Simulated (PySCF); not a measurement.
# Computed properties of W(F)5(OH) (F5HOW), SMILES [OH][W]([F])([F])([F])([F])[F], multiplicity 1

W(F)5(OH) (F5HOW), SMILES [F][W]([F])([F])([OH])([F])[F], multiplicity 1. The structure is a stationary point at B3LYP-D3(BJ)/def2-SVP. The multiplicity is an assumed one; other spin states were not compared. The isomer is the one that the SMILES or the coordinates give; other isomers of the formula were not compared. The def2 effective core potentials stand for the cores of W; spin–orbit coupling is left out. One conformer was computed; it need not be the lowest. All values are computed for the isolated molecule unless a solvent is named; none is compared with measurement here.

**Structure.** The optimised structure has C4v symmetry. All 18 harmonic modes at B3LYP-D3(BJ)/def2-SVP (PySCF) are real, so it is a minimum. With heavy atoms numbered as in [W:1]([F:2])([F:3])([F:4])([F:5])([F:6])[OH:7], the shortest bond between them is W1–O7 at 1.835 Å and the longest W1–F6 at 1.861 Å.

**Vibrations.** The strongest infrared lines (harmonic, unscaled, degenerate partners summed) lie at 711 cm⁻¹ (571 km/mol, F 82 %, W 17 %), 3917 cm⁻¹ (553 km/mol, H 94 %), 400 cm⁻¹ (211 km/mol, O 54 %, H 31 %, F 11 %). The softest mode is at 87 cm⁻¹ and the zero-point energy is 15.7 kcal/mol.

**Electronic structure.** M06-2X/def2-TZVP (PySCF) places the frontier levels at -13.44 and -3.29 eV, a gap of 10.15 eV, and gives a dipole moment of 4.12 D and a mean polarisability of 45.9 bohr³. PBE/def2-TZVP (PySCF) at the same geometry gives -9.52 and -4.62 eV, so its gap is 5.25 eV narrower. An orbital gap is neither the optical nor the fundamental gap.

**Excitations.** TDDFT-PBE0/def2-SVPD (PySCF) has S1 at 5.49 eV (226 nm, f = 0.000, dark); the most intense of the 10 singlets computed lies at 5.49 eV (f = 0.00). Strengths of degenerate partners are summed. T1 (TDA) is at 4.92 eV. TDDFT-PBE/def2-SVPD (PySCF) puts S1 at 4.84 eV. No vertical singlet excitation falls in the visible range (under 3.1 eV).
